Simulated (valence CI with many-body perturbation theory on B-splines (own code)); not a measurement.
**Level structure of I46+**

Calculated by relativistic CI+MBPT: five valence electrons over a frozen Dirac-Fock core [He], radial functions for each j: 11 s, 11 p, 10 d, 8 f, 5 g, 2 h, with the one-electron correlation potential Σ1, the two-electron term Σ2, the three-electron term Σ3, Breit, model QED; selected CI, second order for the rest, scaled by the run's own slope (own B-spline code, finite nucleus).

No measured spectrum was set against this ion. As an estimate, large intervals hold to a few tenths of a per cent, small ones and those within an open d or f shell to about a per cent. Among the levels kept, up to 7200 cm⁻¹ of a level comes from second order outside the variational space, and about a tenth of that is noise between levels of different J, which matters for small intervals.

Levels 181 to 200 of 200, with energies above the lowest level, (2s^2 2p1/2^2 2p3/2) J=3/2. "Leading %" is the weight of the configuration and term that name the level; weights of strongly mixed levels are sums over their largest components and can fall short. In the jj column 3d3/2^4 stands for four electrons in 3d with j = 3/2. Lifetimes count E1, E2, E3, M1 and M2 decay at the calculated energies, and are blank where another channel may lead or the interval is too uncertain; long ones can be off by a factor of two.

| No. | Configuration | Term | J | E (Ry) | Leading % | Lifetime | Leading jj |
| --- | --- | --- | --- | --- | --- | --- | --- |
| 181 | 2s2p³3d | ²F° | 7/2 | 405.92 | 54 | 28.4 fs | 2s 2p1/2 2p3/2^2 3d5/2 (98 %) |
| 182 | 2s2p³3d | ²F° | 7/2 | 406.15 | 46 | 2.81 fs | 2s 2p1/2 2p3/2^2 3d5/2 (95 %) |
| 183 | 2s2p³3d | ²D° | 3/2 | 406.21 | 39 | 2.47 fs | 2s 2p1/2 2p3/2^2 3d5/2 (80 %) |
| 184 | 2s2p³3d | ²F° | 5/2 | 406.42 | 37 | 6.72 fs | 2s 2p1/2 2p3/2^2 3d5/2 (92 %) |
| 185 | 2s2p³3d | ²D° | 3/2 | 406.63 | 42 | 12.8 fs | 2s 2p1/2 2p3/2^2 3d5/2 (96 %) |
| 186 | 2s2p³3d | ²S° | 1/2 | 406.65 | 50 | 2.12 fs | 2s 2p1/2 2p3/2^2 3d5/2 (90 %) |
| 187 | 2p⁴3p | ⁴P° | 3/2 | 406.92 | 22 | 4.77 fs | 2p1/2^2 2p3/2^2 3p1/2 (67 %) |
| 188 | 2s2p³3d | ²P° | 3/2 | 407.20 | 23 | 1.88 fs | 2s 2p1/2 2p3/2^2 3d5/2 (63 %) |
| 189 | 2p⁴3p | ²D° | 5/2 | 407.22 | 24 | 21.1 fs | 2p1/2^2 2p3/2^2 3p1/2 (82 %) |
| 190 | 2s2p³3d | ²F° | 5/2 | 407.45 | 39 | 1.73 fs | 2s 2p1/2 2p3/2^2 3d5/2 (85 %) |
| 191 | 2s2p³3s | ⁴P° | 5/2 | 407.82 | 46 | 160 fs | 2s 2p3/2^3 3s (88 %) |
| 192 | 2s2p³3s | ²P° | 3/2 | 408.82 | 40 | 25.7 fs | 2s 2p3/2^3 3s (96 %) |
| 193 | 2p⁴3p | ²P° | 1/2 | 410.17 | 67 | 18.6 fs | 2p1/2^2 2p3/2^2 3p1/2 (91 %) |
| 194 | 2s2p³3s | ²P° | 1/2 | 412.17 | 48 | 16.7 fs | 2s 2p3/2^3 3s (95 %) |
| 195 | 2s2p³3s | ²P° | 3/2 | 412.36 | 46 | 241 fs | 2s 2p3/2^3 3s (97 %) |
| 196 | 2s2p³3p | ⁴P | 3/2 | 413.43 | 33 | 33.9 fs | 2s 2p3/2^3 3p1/2 (97 %) |
| 197 | 2p⁴3p | ²D° | 5/2 | 413.43 | 48 | 10.7 fs | 2p1/2^2 2p3/2^2 3p3/2 (97 %) |
| 198 | 2p⁴3p | ⁴D° | 7/2 | 413.45 | 69 | 11.5 fs | 2p1/2^2 2p3/2^2 3p3/2 (98 %) |
| 199 | 2p⁴3p | ²P° | 1/2 | 413.60 | 46 | 9.82 fs | 2p1/2^2 2p3/2^2 3p3/2 (94 %) |
| 200 | 2s2p³3p | ²D | 5/2 | 413.66 | 36 | 11.4 fs | 2s 2p3/2^3 3p1/2 (97 %) |
